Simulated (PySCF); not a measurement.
# Dipole response of V (vanadium, neutral)

[Ar] 3d5, high-spin 6S determinant (an excited configuration). Computed with PySCF 2.14 in aug-cc-pVDZ (7s6p4d2f, 59 functions), with no relativity, point nucleus. Coupled (time-dependent) response in atomic units; α is the mean over directions. A double-zeta set is small for polarisabilities.

```
method  mean α (bohr³)  C₆ (like pair)   S(−4)
 HSE06           133.6           575.6  133400
```

S(−4) is the Cauchy moment in α(ω) = α(0) + S(−4) ω² + …

α(iu) at HSE06:

```tsv
u (hartree)	α(iu) (bohr³)
0	133.6
0.0500	47.00
0.100	25.45
0.200	16.66
0.300	13.13
0.500	8.708
0.750	5.627
1.00	3.958
1.50	2.326
2.00	1.554
3.00	0.8352
5.00	0.3481
```

A single London oscillator, α(iu) = α/(1 + u²/ω²), gives C₆ = (3/4) ω α². Matching the computed C₆ needs ω = 4 × 575.6 / (3 × 133.6²) = 0.0430 hartree.
